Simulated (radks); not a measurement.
The numbers below are computed, except where a source is named.
Task: The iodine anion I-, [Xe], held by a Watson sphere: a shell of charge +1 at radius R that stands for the Madelung well of a crystal (potential energy -1/R inside, -1/r outside, in hartree with lengths in bohr). Code: a radial shooting solver on a logarithmic mesh with Libxc functionals. Model: scalar-relativistic Kohn-Sham, PBE, spin-polarised, spherical densities, finite nucleus; Fermi nuclear charge, rms radius of each element as measured or else 0.836 A^(1/3) + 0.57 fm. Response by self-consistent Sternheimer equations with the Hartree and adiabatic LDA kernel, the relativistic mass of each level held fixed and spin-orbit coupling left out. The sphere does not respond.

| R (bohr) | e(4d) (eV) | e(5s) (eV) | e(5p) (eV) | <r> 5p (bohr) | sum of <r^2> (bohr^2) | X-ray form factor at sin(theta)/lambda = 0.3 1/angstrom | alpha (bohr^3) |
|---|---|---|---|---|---|---|---|
| 2.7 | -49.408 | -17.452 | -7.452 | 2.504 | 69.94 | 36.605 | 38.26 |
| 2.93 | -49.207 | -17.153 | -7.226 | 2.531 | 71.01 | 36.615 | 40.59 |
| 5.17 | -47.370 | -14.884 | -5.071 | 2.670 | 77.27 | 36.655 | 63.79 |
| 5.55 | -47.102 | -14.601 | -4.784 | 2.680 | 77.76 | 36.656 | 66.90 |

Estimate the row for R = 2.57 bohr.

Result: e(4d) (eV) -49.532; e(5s) (eV) -17.628; e(5p) (eV) -7.572; <r> 5p (bohr) 2.488; sum of <r^2> (bohr^2) 69.30; X-ray form factor at sin(theta)/lambda = 0.3 1/angstrom 36.600; alpha (bohr^3) 37.01.
